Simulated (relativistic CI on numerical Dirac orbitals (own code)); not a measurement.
## Pb59+: q coefficients and field-shift factors

Method of calculation: Dirac-Coulomb-Breit CI, separate exchange-only KLI orbitals for each configuration, derivatives by finite differences, unscaled Slater integrals, QED left out (own radial code, finite nucleus).

Configurations in the expansion (outside the closed core [Ne]): 3s²3p⁶3d⁵, 3s²3p⁵3d⁶, 3s²3p⁴3d⁷, 3s3p⁶3d⁶, 3p⁶3d⁷, 3s3p⁵3d⁷, 3s²3p⁶3d⁴4s, 3s²3p⁶3d³4s². Levels of other configurations are missing.

With x = (α/α₀)² − 1 an excitation energy changes as ω = ω₀ + qx; K = 2q/ω₀ is the relative enhancement. Terms are leading LS components, so labels can repeat. The field-shift factor is F = δν/δ⟨r²⟩ for the transition from the lowest level.

Lowest level 3s²3p⁶3d⁵ ²D5/2.

```
           Level  ω₀ (cm⁻¹)   q (cm⁻¹)  F (GHz/fm²)
 3s²3p⁶3d⁵ ⁶S5/2     815410     955900         36.9
 3s²3p⁶3d⁵ ⁴G7/2     920691     938900           37
3s²3p⁶3d⁵ ²H11/2     930496     920500         37.7
 3s²3p⁶3d⁵ ⁴D3/2     940108     953500         36.5
 3s²3p⁶3d⁵ ²G9/2     987236     938800         37.8
 3s²3p⁶3d⁵ ²D5/2    1024998     952400         37.7
 3s²3p⁶3d⁵ ²F7/2    1065180     946000         37.2
 3s²3p⁶3d⁵ ⁴P1/2    1068045     985100         37.7
 3s²3p⁶3d⁵ ²D3/2    1236306     993700         40.7
 3s²3p⁶3d⁵ ⁶S5/2    1723235  1.898e+06         72.7
 3s²3p⁶3d⁵ ⁴D7/2    1808100  1.896e+06           73
3s²3p⁶3d⁵ ⁴G11/2    1809180  1.877e+06         74.3
 3s²3p⁶3d⁵ ⁴G9/2    1828388  1.884e+06         73.3
3s²3p⁶3d⁵ ²I13/2    1854297  1.861e+06         74.9
 3s²3p⁶3d⁵ ⁴D1/2    1880276  1.914e+06         73.4
 3s²3p⁶3d⁵ ⁴P3/2    1887280   1.91e+06         74.2
 3s²3p⁶3d⁵ ²F5/2    1897865  1.898e+06         73.4
 3s²3p⁶3d⁵ ²H9/2    1944461  1.891e+06         75.2
 3s²3p⁶3d⁵ ²G7/2    1969152  1.888e+06         73.6
 3s²3p⁶3d⁵ ⁴F5/2    1990967  1.908e+06         75.2
 3s²3p⁶3d⁵ ²D3/2    1991070  1.888e+06         71.8
 3s²3p⁶3d⁵ ²G7/2    2050840  1.897e+06         75.4
 3s²3p⁶3d⁵ ⁴P1/2    2052069  1.907e+06         74.1
```

At this charge energies of transitions that change n are usually good to better than 1 %, and those within a shell (Δn = 0) to a few per cent.

(1) Which transition from the lowest level has the largest |K|?

Answers

(1) 3s²3p⁶3d⁵ ⁶S5/2 at 815410 cm⁻¹, K = 2.34.
